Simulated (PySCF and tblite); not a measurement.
Results of a calculation; reference values are marked as such.
C6H9F3S, numbered as in [F:1][C:2]([F:3])([F:4])[C@H:5]1[CH2:6][CH2:7][CH2:8][CH2:9][S:10]1.

Level: PBE0-D3(BJ)/def2-SVPD//PBE0-D3(BJ)/def2-SVP, thermal terms from GFN2-xTB, symmetry numbers and mirror pairs counted. Conformers within 4 kcal/mol (GFN2-xTB free energy) were kept, 5 at most. GIAO shieldings: PBE0/pcSseg-1. Shifts are against TMS (¹H), TMS (¹³C), CFCl3 (¹⁹F) at the same level; of two unlike H on one atom, a is the less shielded. Programs: PySCF with density fitting and tblite.

Problem. Predict the averaged NMR shifts at 298.15 K.

Solution. ¹H: 2.86 (H9a, 1H), 2.59 (H5, 1H), 2.20 (H9b, 1H), 1.93 (H6a, 1H), 1.75 (H6b, 1H), 1.70 (H7a, 1H), 1.66 (H8a, 1H), 1.54 (H8b, 1H), 1.29 (H7b, 1H) ppm. ¹³C: 132.6 (C2), 45.7 (C5), 31.4 (C9), 28.1 (C8), 27.5 (C6), 23.8 (C7) ppm. ¹⁹F: -82.5 (F1/F3/F4) ppm.

Problem. How do the conformers differ?

Solution. The 6-ring runs over atoms 5–6–7–8–9–10.
```
conformer                                                                           shape  weight %
        1                                                         6-ring chair (C2 axial)      67.7
        2                                      6-ring chair (all substituents equatorial)      31.9
        3                     6-ring twist-boat (ring torsions -72, 31, 38, -64, 27, 33°)       0.3
        4  6-ring between boat and twist-boat (ring torsions -45, -23, 68, -44, -18, 64°)       0.1
```

```json
{"signal": "H5", "1": "2.48", "2": "2.81", "3": "2.95", "4": "3.01", "average": "2.59"}
{"signal": "H6a", "1": "2.16", "2": "1.45", "3": "1.28", "4": "1.53", "average": "1.93"}
{"signal": "H6b", "1": "1.66", "2": "1.94", "3": "1.86", "4": "1.77", "average": "1.75"}
{"signal": "H7a", "1": "1.66", "2": "1.80", "3": "1.48", "4": "1.63", "average": "1.70"}
{"signal": "H7b", "1": "1.38", "2": "1.10", "3": "1.54", "4": "1.51", "average": "1.29"}
{"signal": "H8a", "1": "1.79", "2": "1.38", "3": "1.55", "4": "1.88", "average": "1.66"}
{"signal": "H8b", "1": "1.47", "2": "1.68", "3": "1.64", "4": "1.46", "average": "1.54"}
{"signal": "H9a", "1": "3.05", "2": "2.44", "3": "2.85", "4": "2.65", "average": "2.86"}
{"signal": "H9b", "1": "2.04", "2": "2.54", "3": "2.06", "4": "2.09", "average": "2.20"}
{"signal": "C2", "1": "133.4", "2": "130.8", "3": "133.0", "4": "131.4", "average": "132.6"}
{"signal": "C5", "1": "43.6", "2": "50.1", "3": "46.9", "4": "44.9", "average": "45.7"}
{"signal": "C6", "1": "27.1", "2": "28.4", "3": "20.3", "4": "21.1", "average": "27.5"}
{"signal": "C7", "1": "22.1", "2": "27.6", "3": "19.7", "4": "20.9", "average": "23.8"}
{"signal": "C8", "1": "28.0", "2": "28.4", "3": "24.0", "4": "25.1", "average": "28.1"}
{"signal": "C9", "1": "30.2", "2": "34.0", "3": "26.4", "4": "26.8", "average": "31.4"}
{"signal": "F1/F3/F4", "1": "-80.2", "2": "-87.3", "3": "-88.9", "4": "-89.2", "average": "-82.5"}
```

Problem. Which signal moves most, for its nucleus, between 250 and 373.15 K through the change of populations alone?

Solution. H6a: 1.96 ppm at 250 K, 1.95 ppm at 273.15 K, 1.93 ppm at 298.15 K, 1.92 ppm at 323.15 K, 1.89 ppm at 373.15 K.

Unscaled ¹⁹F shifts at such levels can be off by tens of ppm; differences between conformers or isomers are more reliable. Shifts are unscaled: against experiment ¹³C can be off by 15 ppm or more and ¹H by 0.8 ppm.
